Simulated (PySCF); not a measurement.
Vertical excitations of a molecule C₃H₈AlCl from PySCF with TDDFT-PBE0/def2-SVPD, as energy in eV (oscillator strength): 5.46 (0.000), 6.20 (0.112), 6.82 (0.005), 7.09 (0.004), 7.27 (0.019), 7.37 (0.013), 7.43 (0.101), 7.58 (0.051), 7.69 (0.071), 7.78 (0.015). Lowest triplet (TDA): 5.14 eV. Geometry: B3LYP-D3(BJ)/def2-SVP. One conformer was computed; it need not be the lowest.

Problem. Which molecule gave these data?
(A) CC[CH2][AlH][Cl]
(B) C[CH2][Al]([CH3])[Cl]
(C) C[CH](C)[AlH][Cl]

Solution. B, C[CH2][Al]([CH3])[Cl]
